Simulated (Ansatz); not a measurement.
`N[CH]([SiH3])[ZnH]` + `OC(O)(O)F` → `OC(O)(F)O[SiH3]` + `N[CH2][ZnH]`  (ligand exchange at the Si–C bond)

Isolated molecules relaxed with PBE0-D4/def2-TZVP in Ansatz; ΔE leaves out vibrations. CBS: MP2 limit from def2 TZ/QZ plus the TZ coupled-cluster correction, frozen cores. Functionals use def2-TZVPP. B3LYP here is the variant with VWN-RPA as its local correlation; programs differ in this. For Zn outer-core shells are correlated without core-valence functions, which leaves a few kJ/mol of doubt a bond. Scalar relativity is left out up to krypton. Each species was taken in one conformer, which may not be the lowest.

`N[CH]([SiH3])[ZnH]`:

Cartesian coordinates in Å:
```
N -1.005 -0.781 -1.019
C 0.030 -0.561 0.011
Si -0.481 0.817 1.162
Zn 1.856 -0.233 -0.674
H -1.153 0.051 -1.575
H -0.751 -1.521 -1.661
H 0.076 -1.456 0.646
H -1.785 0.575 1.843
H -0.604 2.096 0.401
H 0.581 1.001 2.193
H 3.237 0.011 -1.327
```

`OC(O)(O)F`:

```xyz
8

O     0.555    0.916    0.863
C     0.082    0.139   -0.150
O     1.066   -0.762   -0.419
O    -1.141   -0.445    0.129
F    -0.177    0.903   -1.253
H    -0.125    1.567    1.064
H     0.753   -1.318   -1.140
H    -1.012   -1.000    0.906
```

`OC(O)(F)O[SiH3]`:

Cartesian coordinates in Å:
```
O 0.794 0.787 0.915
C -0.461 0.221 0.835
O -1.460 1.043 1.280
F -0.501 -0.857 1.669
O -0.672 -0.167 -0.446
Si 0.519 -0.796 -1.439
H 0.953 1.037 1.831
H -1.643 1.678 0.580
H 1.315 -1.816 -0.718
H 1.397 0.279 -1.955
H -0.241 -1.408 -2.552
```

`N[CH2][ZnH]`:

Cartesian coordinates in Å:
```
N -1.200 0.320 0.067
C 0.000 -0.519 0.156
Zn 1.615 0.574 -0.059
H -1.306 0.706 -0.861
H -2.038 -0.221 0.249
H -0.004 -1.393 -0.513
H 0.057 -0.923 1.174
H 2.875 1.457 -0.213
```

**Question.** Is it downhill or uphill in electronic energy at CCSD(T)/CBS, and by how much? (An estimate is asked.)

**Answer.** Computed: Downhill: ΔE = -91.7 kJ/mol.

**Question.** What do these levels give: PBE-D4, r2SCAN-D4, B3LYP-D4, ωB97M-V, B2PLYP, PBE, PBE0, HF/def2-TZVPP, MP2/def2-TZVPP, HF/def2-QZVPP, SCS-MP2/def2-QZVPP, CCSD/CBS(def2)? (Estimate.)

**Answer.** Computed: PBE-D4 -73.3, r2SCAN-D4 -85.9, B3LYP-D4 -92.4, ωB97M-V -92.3, B2PLYP -95.7, PBE -74.8, PBE0 -82.2, HF/def2-TZVPP -116.4, MP2/def2-TZVPP -92.9, HF/def2-QZVPP -117.9, SCS-MP2/def2-QZVPP -98.3, CCSD/CBS(def2) -96.0 kJ/mol.

Largest T1 diagnostic among the species: 0.014.

From PBE to PBE0 (25 % exact exchange), in def2-TZVPP and without D4, ΔE moves by −7.3 kJ/mol. In def2-TZVPP, CCSD(T) changes the Hartree–Fock value by +24.5 kJ/mol (the triples alone add +4.2 kJ/mol) and MP2 by +23.5 kJ/mol.
